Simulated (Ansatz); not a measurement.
Consider the ligand exchange at the Al–S bond: `C[S][Al]([NH2])[F]` + H₂S → `[NH2][Al]([F])[SH]` + CH₃SH.

Gas-phase electronic energies from Ansatz, PBE0-D4/def2-TZVP geometries. CCSD(T)/CBS adds triple-zeta CCSD(T) − MP2 to the extrapolated MP2 energy (def2 sets, frozen cores). This one scheme is used for every species. DFT in def2-TZVPP. B3LYP here is the variant with VWN-RPA as its local correlation; programs differ in this. Each species was taken in one conformer, which may not be the lowest.

`C[S][Al]([NH2])[F]`:

Cartesian coordinates in Å:
```
C -1.783 -1.041 0.675
S -1.220 0.018 -0.703
Al 0.833 0.386 -0.134
N 1.932 1.345 -1.107
F 1.381 -0.265 1.282
H -1.016 -1.155 1.438
H -2.666 -0.584 1.118
H -2.044 -2.021 0.278
H 1.693 1.782 -1.982
H 2.890 1.534 -0.864
```

H₂S:

```xyz
3

S     0.001   -0.618   -0.038
H    -0.346    0.253    0.921
H     0.344    0.366   -0.883
```

`[NH2][Al]([F])[SH]`:

```xyz
7

N    -0.690   -1.244    0.346
Al    0.099    0.312    0.192
F     0.218    1.293    1.511
S     0.931    0.992   -1.696
H    -1.088   -1.599    1.200
H    -0.808   -1.905   -0.404
H     1.338    2.151   -1.149
```

CH₃SH:

Z-matrix (Å, degrees):
```
C
S 1 1.806
H 1 1.089 2 111.5
H 1 1.089 2 111.5 3 -123.8
H 1 1.090 2 106.2 3 118.1
H 2 1.342 1 97.1 3 61.9
```

```csv
level,ΔE (kJ/mol),difference from CCSD(T)/CBS
PBE-D4,-7.3,0.5
r2SCAN-D4,-8.3,-0.5
PBE0-D4,-8.2,-0.4
B3LYP-D4,-7.2,0.6
ωB97X-V,-8.7,-0.9
ωB97M-V,-8.5,-0.7
B2PLYP,-9.7,-1.9
PBE,-9.4,-1.6
r2SCAN,-9.0,-1.2
PBE0,-10.2,-2.4
B3LYP,-10.5,-2.7
HF/def2-TZVPP,-12.7,-4.9
MP2/def2-TZVPP,-8.7,-0.9
SCS-MP2/def2-TZVPP,-9.2,-1.4
CCSD/def2-TZVPP,-9.5,-1.7
CCSD(T)/def2-TZVPP,-8.5,-0.7
HF/def2-QZVPP,-12.7,-4.9
MP2/def2-QZVPP,-8.3,-0.5
SCS-MP2/def2-QZVPP,-8.9,-1.1
HF/CBS(def2),-12.7,-4.9
MP2/CBS(def2),-8.0,-0.2
CCSD/CBS(def2),-8.8,-1.0
CCSD(T)/CBS,-7.8,0
```

Largest T1 diagnostic among the species: 0.011.

The D4 term adds +3.3 kJ/mol with B3LYP and +2.0 kJ/mol with PBE0; it sums over pairs of atoms, weighted by their polarisabilities, and B3LYP, whose exchange is more repulsive, gets the larger term. In def2-TZVPP, CCSD(T) changes the Hartree–Fock value by +4.2 kJ/mol (the triples alone add +1.0 kJ/mol) and MP2 by +4.0 kJ/mol.
